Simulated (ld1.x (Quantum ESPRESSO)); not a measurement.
## Al, TM: configuration errors across variants

| Property | Result |
| --- | --- |
| Element | aluminium (Al) |
| Generator | ld1.x (Quantum ESPRESSO) 7.5 |
| Type | norm-conserving Troullier–Martins (Kleinman–Bylander form) |
| Functional | LDA (PZ) |
| Relativity | scalar-relativistic |
| Frozen core | [Ne] |
| Valence charge | 3 |
| Reference configuration | 3s1.75 3p1.25 |
| Partial waves | 3s (bound): rc 1.55 bohr; 3p (bound): rc 2.75 bohr; 3d channel at 0.05 Ry: rc 2.45 bohr |
| Local potential | all-electron potential smoothed inside 2.05 bohr (lloc = -1) |
| Core correction | Bessel-smoothed model core inside 0.95 bohr |

All-electron excitation energies from the reference (eV): (1) 3s2 3p1 -1.269; (2) 3s2 3p0 4.578; (3) 3s1 3p0 23.955; (4) 3s2 3p1.3 -1.867; (5) 3s2 3p0.5 0.856; (6) 3s1 3p1 10.397; (7) 3s1 3p2 3.887; (8) 3s1.75 3p1.25 spin -0.328; (9) 3s2 3p1 spin -1.404.

Spin tests fill each open shell by Hund’s rule, majority spin first.

A true bound ghost makes a file unfit for plane-wave use even where its test errors are small: the radial tests pick states by their node count and pass the ghost by.

Errors AE − PS in meV (a dash: test not solved or not reliable):

```csv
change,(1),(2),(3),(4),(5),(6),(7),(8),(9),bound ghosts
base,-0.1,+1.3,+17,+0.2,-0.2,+3.4,-1.3,+1.9,+0.7,none
"all radii but the core radius scaled by about 0.85 (s 1.32, p 2.32, d 2.08 bohr); local potential all-electron potential smoothed inside 1.74 bohr (lloc = -1)",-0.2,+0.9,+26,+0.2,-0.7,+3.4,-3.1,+2.2,+0.7,none
"all radii but the core radius scaled by about 0.90 (s 1.40, p 2.46, d 2.20 bohr); local potential all-electron potential smoothed inside 1.84 bohr (lloc = -1)",-0.2,+1.3,+23,+0.2,-0.4,+3.3,-2.4,+2.2,+0.8,none
"all radii but the core radius scaled by about 1.08 (s 1.68, p 2.98, d 2.64 bohr); local potential all-electron potential smoothed inside 2.22 bohr (lloc = -1)",0.0,+0.9,+13,+0.3,-0.1,+3.6,-0.6,+1.7,+0.6,none
"all radii but the core radius scaled by about 1.15 (s 1.78, p 3.16, d 2.82 bohr); local potential all-electron potential smoothed inside 2.36 bohr (lloc = -1)",0.0,+0.4,+9.2,+0.3,-0.1,+3.8,-0.1,+1.4,+0.5,none
"all radii but the core radius scaled by about 1.25 (s 1.94, p 3.42, d 3.06 bohr); local potential all-electron potential smoothed inside 2.56 bohr (lloc = -1)",0.0,-0.1,+6.0,+0.3,-0.2,+3.6,+0.1,+1.3,+0.4,none
"all radii but the core radius scaled by about 1.32 (s 2.04, p 3.62, d 3.24 bohr); local potential all-electron potential smoothed inside 2.70 bohr (lloc = -1)",0.0,-0.2,+4.3,+0.2,-0.2,+3.0,-0.1,+1.2,+0.4,none
"all radii but the core radius scaled by about 1.36 (s 2.12, p 3.74, d 3.34 bohr); local potential all-electron potential smoothed inside 2.80 bohr (lloc = -1)",0.0,-0.3,+2.7,+0.2,-0.3,+1.9,-0.7,+1.1,+0.4,none
```

Question: Give the same row for: all radii but the core radius scaled by about 0.74 (s 1.14, p 2.04, d 1.82 bohr); local potential all-electron potential smoothed inside 1.52 bohr (lloc = -1).

Answer: -0.5, -2.6, +33, +0.2, -2.0, +3.5, -7.0, +1.9, +0.4; bound ghosts: s.
